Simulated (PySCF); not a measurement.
Ga(F)2(OH), SMILES [OH][Ga]([F])[F] (HF2GaO), singlet (PBE0/def2-SVP optimised geometry):

```
5

Ga     0.063    -0.018     0.000
F     -0.735     1.527     0.000
F      1.794    -0.018     0.000
O     -0.840    -1.527    -0.001
H     -1.794    -1.394    -0.002
```

Level of theory: PBE0/def2-TZVP in PySCF.

What are the frontier orbital energies and the dipole moment?

HOMO-2 -11.33 eV, HOMO-1 -10.54 eV, HOMO -9.98 eV, LUMO -1.80 eV, LUMO+1 -0.43 eV; dipole moment 2.06 D.

On the same geometry PBE/def2-TZVP in PySCF 2.14.0 gives HOMO-2 -9.25 eV, HOMO-1 -8.78 eV, HOMO -8.23 eV, LUMO -2.79 eV, LUMO+1 -1.26 eV; dipole moment 2.02 D.

Meta-Löwdin charges at PBE0/def2-TZVP: Ga1 1.32, F2 -0.50, F3 -0.49, O4 -0.70, H5 0.36.
